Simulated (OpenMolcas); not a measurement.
# Co2+: ligand-field states by method

Co2+ with 6 ligands (fluoride) in octahedral coordination (Oh) at 2.06 Å. A charge of +0.667 e stands 2.8 Å behind each ligand. Ligand basis ANO-RCC-VTZP.

```json
{"Program": "OpenMolcas", "Basis": "ANO-RCC-VTZP [6s5p3d2f1g]", "Scalar Hamiltonian": "DKH2, point nucleus", "Active space": "7 electrons in 5 orbitals (3d)", "State averaging": "2S+1 = 4 even, 10 roots; 2S+1 = 2 even, 40 roots", "Spin-orbit coupling": "RASSI with atomic mean-field integrals over the reference wave functions"}
```

I. CASSCF
II. SS-CASPT2, IPEA 0.25 Eh, imaginary shift 0.1 Eh (closed shells correlated: 3s 3p and the ligand valence shells)

Spin-free states (labels of O, the rotations of Oh) in cm-1, each column counted from its own energy of the first state listed:

```json
{"State": "4T1", "Degeneracy": "3", "I": "0", "II": "0"}
{"State": "4T2", "Degeneracy": "3", "I": "4836", "II": "6340"}
{"State": "4A2", "Degeneracy": "1", "I": "10619", "II": "13190"}
{"State": "2E", "Degeneracy": "2", "I": "16458", "II": "13900"}
{"State": "2T1", "Degeneracy": "3", "I": "20125", "II": "17120"}
{"State": "2T2", "Degeneracy": "3", "I": "20182", "II": "17230"}
{"State": "4T1", "Degeneracy": "3", "I": "22289", "II": "19490"}
{"State": "2A1", "Degeneracy": "1", "I": "23162", "II": "20570"}
{"State": "2T1", "Degeneracy": "3", "I": "25757", "II": "20440"}
{"State": "2T2", "Degeneracy": "3", "I": "27758", "II": "24250"}
{"State": "2T1", "Degeneracy": "3", "I": "28038", "II": "25740"}
{"State": "2E", "Degeneracy": "2", "I": "29868", "II": "27130"}
{"State": "2E", "Degeneracy": "2", "I": "32439", "II": "30060"}
{"State": "2T1", "Degeneracy": "3", "I": "32593", "II": "30680"}
{"State": "2T2", "Degeneracy": "3", "I": "32626", "II": "29330"}
{"State": "2T2", "Degeneracy": "3", "I": "46153", "II": "38480"}
{"State": "2T1", "Degeneracy": "3", "I": "46562", "II": "39640"}
{"State": "2A2", "Degeneracy": "1", "I": "47389", "II": "40210"}
{"State": "2T2", "Degeneracy": "3", "I": "71157", "II": "60100"}
{"State": "2E", "Degeneracy": "2", "I": "71214", "II": "60710"}
```

From I to II, I's first state of the same spin (4T2) moves from 4836 to 6340 cm-1, by about +1500 cm-1.

From I to II, I's first state of another spin (2E) moves from 16458 to 13900 cm-1, by about -2600 cm-1.

I: A least-squares ligand-field fit to the states below 45000 cm-1, each weighted by its degeneracy and with a free common offset, gives 10Dq = 5534 cm-1, B = 1223 cm-1 and C = 4506 cm-1 (C/B = 3.68), with an rms deviation of 81 cm-1. The same method and metal basis give the free ion B = 1229 cm-1 (fit to its terms below 60000 cm-1, rms deviation 20 cm-1), so the nephelauxetic ratio is β = 1223 / 1229 = 1.00; it hangs on how both fits weigh the states, and computed free-ion B values tend to be too large, so β mixes covalency with correlation.

χT at 300 K: I 3.70, II 3.61 cm3 K/mol.

Roots that are degenerate in the reference are averaged as groups; the widest CASPT2 spread within a group is 130 cm-1 (the 2-fold group of multiplicity 2 near 27100 cm-1 above the lowest state of its run, II). Shifts and gaps below about the spread of the groups concerned are not significant. Over all roots computed the reference weight is 0.68 to 0.69 in II; a low but even weight reflects the number of correlated electrons. An orbital triplet at a regular site is open to Jahn-Teller coupling, which can distort the site and quench the lowest spin-orbit gaps and is left out. Ligand-to-metal charge-transfer states are missing. Without dynamic correlation the repulsion within the d shell is too large (B by tens of per cent), so at a given field states of lower spin stand too high (holds for I). With no ligand orbital active B as a rule stays too high, so bands that hang on it stand too high and its fall with covalency is understated (holds for I). With metal d orbitals alone and no dynamic correlation the field as a rule comes out too small, by tens of per cent, by up to half for chloride and softer ligands, and with too little covalency χT stands high (holds for I). A single d shell leaves out the double-shell effect, which counts most for late 3d ions, where the CASPT2 field can be off either way by tens of per cent (holds for II). These CASPT2 states fit no ligand-field parameters well, so their order and spin gaps are uncertain (holds for II). For late 3d ions with one d shell CASPT2 can put B and the spin-flip bands somewhat low as well as high (holds for II). With one d shell and no ligand orbital active, 10Dq can be off by tens of per cent for divalent 3d ions, low with halides held by bare charges and at times high in hosts (holds for II). Free-ion shares, where given, are those of the reference states; single-state CASPT2 does not remix them (holds for II). No measured value stands beside these numbers; the geometry is a model, was not optimised and need not be the one that this ion takes.
